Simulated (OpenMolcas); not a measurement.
## InNH3Cl (SMILES [NH2][InH][Cl]): the vertical ionisation energy, rung by rung

InNH3Cl: 6 atoms, total charge 0, spin state singlet. As SMILES, `[NH2][InH][Cl]`. The coordinates come from a PBE0-D4/def2-TZVP relaxation.

Each level gives the vertical ionisation energy (to the doublet cation) (eV). The values are calculated.

```csv
level,kind,program,value (eV),CPU time (all runs)
BLYP/def2-SVPD (core potential),GGA,OpenMolcas,9.36,3.3 min
PBE/def2-SVPD (core potential),GGA,OpenMolcas,9.49,2.6 min
M06-L/def2-SVPD (core potential),meta-GGA,OpenMolcas,9.49,4.5 min
TPSS/def2-SVPD (core potential),meta-GGA,OpenMolcas,9.45,3.5 min
r2SCAN/def2-SVPD (core potential),meta-GGA,OpenMolcas,9.54,3.9 min
BHLYP/def2-SVPD (core potential),global hybrid,OpenMolcas,9.57,2.9 min
M06-2X/def2-SVPD (core potential),hybrid meta-GGA,OpenMolcas,9.90,3.7 min
PBE0/def2-SVPD (core potential),global hybrid,OpenMolcas,9.69,3.1 min
```

Spin-orbit coupling, which can split open shells on such heavy atoms by tenths of an eV, is left out. The values span 9.36 to 9.90 eV. CPU times are rough (shared hosts, several kinds of processor): they show what a rung costs within a factor of a few.
